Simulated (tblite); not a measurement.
Species: C₄H₅BF₃P.
Numbering: `[F:1][B-:2]([F:3])([F:4])[PH+:5]1[CH:6]=[CH:7][CH:8]=[CH:9]1` (hydrogens: H10 on P5; H11 on C6; H12 on C7; H13 on C8; H14 on C9)
Bond orders are those of one Lewis drawing.

Computed with GFN2-xTB (tblite), gas phase: L-BFGS steps from a force-field or distance-geometry start until the largest atomic force falls under 0.01 eV/Å.

The end geometry, which sets the zero of energy:
```
atom  x, y, z in Å
F1      1.9614   -0.4637    1.4245
B2      2.3769   -0.2407    0.1696
F3      2.8458   -1.3066   -0.4878
F4      3.0350    0.9059   -0.0319
P5      0.4059    0.1274   -0.7910
C6     -0.6011    1.3541    0.0397
C7     -1.6584    0.7536    0.6207
C8     -1.7802   -0.6542    0.3299
C9     -0.8168   -1.1430   -0.4756
H10     0.2476    0.4186   -2.1380
H11    -0.3248    2.3891    0.1386
H12    -2.3789    1.2622    1.2409
H13    -2.5952   -1.2395    0.7245
H14    -0.7181   -2.1636   -0.8012
```

**Question.** These geometries come from the run, each turned onto the end geometry. Order them by energy, lowest first.
A.
```
atom  x, y, z in Å
F1      1.8901   -0.4721    1.4658
B2      2.0868   -0.1897    0.0445
F3      2.7459   -1.3408   -0.5675
F4      2.9376    0.9861   -0.0984
P5      0.4232    0.1236   -0.7778
C6     -0.5477    1.3152    0.1063
C7     -1.6325    0.7672    0.6222
C8     -1.7517   -0.6640    0.3327
C9     -0.7519   -1.1468   -0.4006
H10     0.4971    0.4034   -2.1580
H11    -0.2817    2.3567    0.2224
H12    -2.3596    1.3154    1.2113
H13    -2.5872   -1.2791    0.6800
H14    -0.6692   -2.1756   -0.7200
```
B.
```
atom  x, y, z in Å
F1      1.9623   -0.4646    1.4305
B2      2.3114   -0.2308    0.1520
F3      2.7964   -1.2968   -0.5089
F4      2.9870    0.9133   -0.0522
P5      0.4000    0.1249   -0.7803
C6     -0.6023    1.3584    0.0337
C7     -1.6643    0.7571    0.6075
C8     -1.7851   -0.6503    0.3166
C9     -0.8196   -1.1444   -0.4848
H10     0.3602    0.4102   -2.1372
H11    -0.2988    2.3818    0.1573
H12    -2.3709    1.2403    1.2589
H13    -2.5835   -1.2294    0.7506
H14    -0.6936   -2.1703   -0.7808
```
C.
```
atom  x, y, z in Å
F1      1.8902   -0.4561    1.4029
B2      2.2227   -0.2162    0.1109
F3      2.7186   -1.2933   -0.5478
F4      2.9034    0.9388   -0.0939
P5      0.4092    0.1234   -0.7747
C6     -0.5629    1.3453    0.0748
C7     -1.6424    0.7538    0.6279
C8     -1.7621   -0.6582    0.3377
C9     -0.7764   -1.1555   -0.4399
H10     0.4733    0.4007   -2.1364
H11    -0.2726    2.3687    0.2178
H12    -2.3584    1.2957    1.2167
H13    -2.5803   -1.2636    0.6924
H14    -0.6632   -2.1840   -0.7255
```
D.
```
atom  x, y, z in Å
F1      1.9785   -0.4674    1.4361
B2      2.3713   -0.2404    0.1758
F3      2.8223   -1.3059   -0.4963
F4      3.0154    0.9129   -0.0377
P5      0.4005    0.1276   -0.7911
C6     -0.6089    1.3568    0.0321
C7     -1.6605    0.7528    0.6222
C8     -1.7824   -0.6544    0.3319
C9     -0.8247   -1.1425   -0.4826
H10     0.3092    0.4169   -2.1479
H11    -0.3281    2.3911    0.1295
H12    -2.3773    1.2506    1.2568
H13    -2.5921   -1.2359    0.7437
H14    -0.7240   -2.1628   -0.8096
```
E.
```
atom  x, y, z in Å
F1      1.9354   -0.4589    1.4179
B2      2.2976   -0.2302    0.1462
F3      2.7687   -1.2908   -0.5233
F4      2.9567    0.9179   -0.0671
P5      0.4001    0.1244   -0.7749
C6     -0.6001    1.3640    0.0286
C7     -1.6540    0.7528    0.6090
C8     -1.7769   -0.6517    0.3196
C9     -0.8202   -1.1477   -0.4920
H10     0.3939    0.4028   -2.1163
H11    -0.2794    2.3821    0.1815
H12    -2.3687    1.2487    1.2517
H13    -2.5799   -1.2332    0.7404
H14    -0.6742   -2.1806   -0.7585
```

**Answer.** D (0.004 eV), B (0.016 eV), E (0.031 eV), C (0.096 eV), A (0.733 eV).

In the order of the answer:

| step | E above end (eV) | largest force (eV/Å) | rms force component (eV/Å) | rms distance from end (Å) | rms bond change (Å) | bond most changed (Å) |
| --- | --- | --- | --- | --- | --- | --- |
| 16 | 0.004 | 0.09 | 0.028 | 0.022 | 0.001 | P5–H10 +0.003 |
| 12 | 0.016 | 0.21 | 0.056 | 0.045 | 0.018 | B2–P5 -0.067 |
| 9 | 0.031 | 0.32 | 0.097 | 0.063 | 0.023 | B2–P5 -0.084 |
| 4 | 0.096 | 0.31 | 0.119 | 0.106 | 0.048 | B2–P5 -0.177 |
| 0 | 0.733 | 4.05 | 0.980 | 0.136 | 0.108 | B2–P5 -0.341 |
